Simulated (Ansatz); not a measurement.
A run for Ansatz (a quantum-chemistry and plane-wave program): R-RI-MP2/cc-pVTZ on H2O (SMILES O). The basis file is the Basis Set Exchange's JSON of that set.

Ansatz 0.2 input:
```yaml
crystal:
  periodic: [false, false, false]
  atoms:
    - {symbol: O, position_ang: [-0.00000000, 0.00000000, 0.38961139]}
    - {symbol: H, position_ang: [0.00000000, 0.76498632, -0.19485569]}
    - {symbol: H, position_ang: [0.00000000, -0.76498632, -0.19485569]}
basis:
  gaussian:
    orbitals: cc-pVTZ
    fitting: {mean_field: def2-universal-JKFIT, correlation: cc-pVTZ-RIFIT.json}
magnetization: {spin_polarized: false}
correlation: {method: mp2, electrons: outside_noble_gas}
scf: {lower_state_search: off}
```

Program output:

```
WARN ansatz: RAYON_NUM_THREADS=4 ignored (pool sized by the plan → 4); use --threads N
Functional definition: HF
these checks for a lower state are left out or cut short: stability, starts, cluster_reference, orbital_swaps, neighbouring_geometries, increment
integrals: 0.00 GiB planned
113 factors; integrals over basis functions are off by at most 8.1e-1 eV
141 factors; integrals over basis functions are off by at most 6.0e-1 eV
mean field: 0.05 GiB planned
mean field evaluation 1: about -2067.8860 eV, gradient 3.2e1 eV
mean field evaluation 2: about -2069.0215 eV, gradient 2.0e1 eV
mean field evaluation 4: about -2069.6091 eV, gradient 3.4e-1 eV
mean field evaluation 8: about -2069.6096 eV, gradient 6.3e-7 eV
mean field -2069.60957516 eV, -76.0567490554 hartree, gradient 6.3e-7 eV, S^2 0.000000; 0 other end points of the search recorded, 0 dependent functions left out
1 core orbitals not correlated
reference -2069.60957516 eV, -76.0567490554 hartree; 4, 4 occupied and 53, 53 virtual orbitals, 141 factors
second order -7.12223880 eV of doubles, -0.00000000 eV of singles
Total energy: -2076.73181396 eV, -76.3184865037 hartree
Checks for a lower state left out: stability, starts, cluster_reference, orbital_swaps, neighbouring_geometries, increment
```

The run converged.

Cost: around 0.4 core-seconds (rough).
